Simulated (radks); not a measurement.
Task: All-electron atom: Te II in [Kr] 4d10 5s2 5p3 (the NIST ground configuration). All-electron calculation, scalar-relativistic Kohn-Sham, HCTH/407, spin-polarised, spherical densities, finite nucleus; open shells are filled with parallel spins first (spin-orbit coupling, left out, can overturn this in heavy ions); Fermi nuclear charge, rms radius 4.7423 fm. Program: a radial shooting solver on a logarithmic mesh with Libxc functionals. Some entries of the table are withheld. Estimate them.

| orbital | occ. | eigenvalue (Ry) | <r^2> (bohr^2) |
|---|---|---|---|
| 1s up | 1 | -2324.522 | 0.001049 |
| 1s down | 1 | -2324.515 | 0.001049 |
| 2s up | 1 | -357.5326 | 0.01694 |
| 2s down | 1 | -357.5291 | 0.01694 |
| 2p up | 3 | -321.2380 | 0.01339 |
| 2p down | 3 | -321.2317 | 0.01339 |
| 3s up | 1 | -71.79197 | 0.1185 |
| 3s down | 1 | -71.78592 | 0.1185 |
| 3p up | 3 | -59.97601 | 0.1187 |
| 3p down | 3 | -59.96898 | 0.1187 |
| 3d up | 5 | -42.09506 | 0.1039 |
| 3d down | 5 | -42.08835 | 0.1039 |
| 4s up | 1 | -12.81759 | 0.6591 |
| 4s down | 1 | -12.80618 | 0.6590 |
| 4p up | 3 | -9.14713 | 0.7659 |
| 4p down | 3 | -9.13617 | 0.7641 |
| 4d up | 5 | -3.79293 | 1.104 |
| 4d down | 5 | -3.76848 | 1.080 |
| 5s up | 1 | -1.80914 | (1) |
| 5s down | 1 | -1.59956 | (2) |
| 5p up | 3 | -1.08731 | 6.667 |

Result: 
(1) 5s up <r^2> (bohr^2): 4.618
(2) 5s down <r^2> (bohr^2): 4.919
